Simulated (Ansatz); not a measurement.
System: Si2H3Cl3, charge 0, multiplicity 1. SMILES: [SiH3][Si](Cl)(Cl)Cl
Geometry: optimised at B3LYP-D3(BJ)/def2-TZVP (Ansatz, a first-principles code).

Quantity: enthalpy of formation at 298 K, in kcal/mol. Set-up: 6-31G* and kin with 6d, 5d where marked; non-relativistic; 6-311+G** with 5d, 6d on Na to Ar in Ansatz; LANL2DZ with its own core potentials from Na on; dispersion terms only where a functional's name holds one; spin-orbit terms left out; frozen cores in correlated levels; UHF or UKS for open shells. Basis-set limits of correlation are two-point, X^-3; Hartree-Fock from the larger set. Ab initio and DFT rows: single points at B3LYP-D3(BJ) geometries (Ansatz), with unscaled harmonic terms from B3LYP/6-31G* (Ansatz) at its own minima, enthalpies of formation by atomisation with measured atoms.

Coupled cluster (Ansatz) is a level with limits of its own, used here on species with T1 under 0.025 (0.045 for open shells) and stable references: CCSD(T)/CBS(aug-cc-pV(T+d)Z,aug-cc-pV(Q+d)Z).

Value to compare with, CCSD(T)/CBS(aug-cc-pV(T+d)Z,aug-cc-pV(Q+d)Z) (Ansatz): -116.1 kcal/mol.

```json
[
 {"level": "PBE/STO-3G", "program": "Ansatz", "enthalpy of formation at 298 K (kcal/mol)": "-275.0", "difference": "-158.9"},
 {"level": "PBE/3-21G", "program": "Ansatz", "enthalpy of formation at 298 K (kcal/mol)": "-38.4", "difference": "77.7"},
 {"level": "PBE/LANL2DZ", "program": "Ansatz", "enthalpy of formation at 298 K (kcal/mol)": "-34.9", "difference": "81.2"},
 {"level": "PBE/6-31G*", "program": "Ansatz", "enthalpy of formation at 298 K (kcal/mol)": "-93.8", "difference": "22.3"},
 {"level": "PBE/def2-SVP", "program": "Ansatz", "enthalpy of formation at 298 K (kcal/mol)": "-101.0", "difference": "15.1"},
 {"level": "PBE/6-311+G**", "program": "Ansatz", "enthalpy of formation at 298 K (kcal/mol)": "-89.2", "difference": "26.9"},
 {"level": "PBE/def2-TZVPD", "program": "Ansatz", "enthalpy of formation at 298 K (kcal/mol)": "-105.4", "difference": "10.7"}
]
```

Among the 6 habitual levels, PBE/STO-3G lies farthest from CCSD(T)/CBS(aug-cc-pV(T+d)Z,aug-cc-pV(Q+d)Z) (Ansatz) (-158.9 kcal/mol) and PBE/def2-SVP nearest (15.1); 5 of 6 lie above it, and their mean absolute difference is 63.7 kcal/mol, the median 52.3. One case shows no general order.

The sets are all those run for this method; left out are runs that failed, that the program found above a lower state of the same kind, or whose <S^2> lies over 0.5 above the pure value.
